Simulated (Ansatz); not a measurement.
Ansatz (a quantum-chemistry and plane-wave program) input (BLYP/def2-TZVPD):

Ansatz 0.2 input:
```yaml
crystal:
  periodic: [false, false, false]
  atoms:
    - {symbol: La, position_ang: [0.18975711, 0.71178202, 0.85426370]}
    - {symbol: I, position_ang: [-0.30132633, 1.40130821, -1.90159842]}
    - {symbol: I, position_ang: [0.09724793, -2.16680963, 0.98286198]}
basis:
  gaussian:
    orbitals: def2-TZVPD
hamiltonian:
  xc: {name: BLYP}
total_charge: 1
output: {forces: true}
```

Output:

```
Functional definition: BLYP
integrals: 0.09 GiB planned
1164 factors; their error is unknown
mean field: 0.57 GiB planned
mean field evaluation 1: about -17050.1331 eV, gradient 4.0e1 eV
mean field evaluation 2: about -16850.3186 eV, gradient 2.3e2 eV
mean field evaluation 4: about -17053.1331 eV, gradient 2.6e1 eV
mean field evaluation 8: about -17055.3035 eV, gradient 3.1e-2 eV
mean field evaluation 16: about -17055.2880 eV, gradient 3.2e-5 eV
mean field -17055.28802468 eV, -626.7702744177 hartree, gradient 2.0e-5 eV, S^2 0.000000; 0 other end points of the search recorded, 0 dependent functions left out
the calculation of the forces begins
reference -17055.28833860 eV, -626.7702859540 hartree; 30, 30 occupied and 131, 131 virtual orbitals, 1164 factors
Total energy: -17055.28833860 eV, -626.7702859540 hartree
Atom 0 at     0.189757     0.711782     0.854264 Å, force     0.046018     0.172613     0.207166 eV/Å
Atom 1 at    -0.301326     1.401308    -1.901598 Å, force    -0.040217     0.067742    -0.228116 eV/Å
Atom 2 at     0.097248    -2.166810     0.982862 Å, force    -0.005801    -0.240355     0.020949 eV/Å
Dipole moment:     0.278413     1.044332     1.253382 e Å
```

The spin state was set by rule; other spins were not relaxed.
